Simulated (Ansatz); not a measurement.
A CCSD(T) single point on C2H6F2Si2 (`C=C[Si](F)(F)[SiH3]`).

```yaml
crystal:
  periodic: [false, false, false]
  atoms:
    - {symbol: C, position_ang: [-1.092445, 2.063239, 0.275135]}
    - {symbol: C, position_ang: [-0.029611, 1.408159, -0.186985]}
    - {symbol: Si, position_ang: [-0.127149, -0.336997, -0.771790]}
    - {symbol: F, position_ang: [-1.670923, -0.735914, -0.855722]}
    - {symbol: F, position_ang: [0.455132, -0.427634, -2.255397]}
    - {symbol: Si, position_ang: [0.994228, -1.910468, 0.552813]}
    - {symbol: H, position_ang: [-2.075971, 1.603836, 0.304505]}
    - {symbol: H, position_ang: [-1.028398, 3.085605, 0.636562]}
    - {symbol: H, position_ang: [0.935112, 1.912877, -0.192377]}
    - {symbol: H, position_ang: [0.911565, -3.262380, -0.058668]}
    - {symbol: H, position_ang: [2.422764, -1.514933, 0.678178]}
    - {symbol: H, position_ang: [0.382898, -1.940589, 1.907647]}
basis:
  gaussian: {orbitals: def2-TZVPP}
correlation: {method: ccsd_t}
```

```sh
$ ansatz run in.yaml --threads 2 --pin off --events-out ev --progress --plain --max-ram 22528MiB --backend cuda --devices 0, --max-vram 18GiB
```

Log, shortened:

```
Functional definition: HF
1742 factors; integrals over basis functions are off by at most 9.9e-4 eV
mean field evaluation 1: about -23294.8914 eV, gradient 4.3e1 eV
mean field evaluation 2: about -23295.1846 eV, gradient 4.3e1 eV
mean field evaluation 4: about -23299.3372 eV, gradient 4.2e0 eV
mean field evaluation 8: about -23299.4197 eV, gradient 2.4e-1 eV
mean field evaluation 16: about -23299.4201 eV, gradient 1.7e-6 eV
mean field -23299.42006317 eV, -856.2378944072 hartree, gradient 1.7e-6 eV, S^2 0.000000; 0 other end points of the search recorded, 0 dependent functions left out
14 core orbitals not correlated: weight in the atoms' cores, before any rotation towards them, 1.000 or more for the frozen orbitals, at most 0.000 for the correlated occupied ones
reference -23299.42006317 eV, -856.2378944072 hartree; 18, 18 occupied and 260, 260 virtual orbitals, 1742 factors
second order -28.76942929 eV of doubles, -0.00000000 eV of singles
cycle   1  -29.23189657 eV  change   -4.6e-1 eV  update   1.2e-1
cycle   2  -29.93152193 eV  change   -7.0e-1 eV  update   3.7e-2
cycle   3  -30.09972972 eV  change   -1.7e-1 eV  update   1.9e-2
cycle   4  -30.08340823 eV  change    1.6e-2 eV  update   4.7e-3
cycle   5  -30.08151655 eV  change    1.9e-3 eV  update   2.0e-3
cycle   6  -30.08290914 eV  change   -1.4e-3 eV  update   5.6e-4
cycle   7  -30.08273787 eV  change    1.7e-4 eV  update   2.1e-4
cycle   8  -30.08261659 eV  change    1.2e-4 eV  update   6.5e-5
cycle   9  -30.08264577 eV  change   -2.9e-5 eV  update   2.8e-5
perturbative correction -1.07339512 eV, -0.0394465429 hartree
Total energy: -23330.57610405 eV, -857.3828577915 hartree
```

Run time 7 s (2 threads of an AMD EPYC 7R13 on a shared host and a share of an NVIDIA H100 80 GB); peak host memory 0.87 GiB.

The correlation energy is -31.156 eV, 3.4 % of it from (T); the T1 diagnostic reads 0.0127.
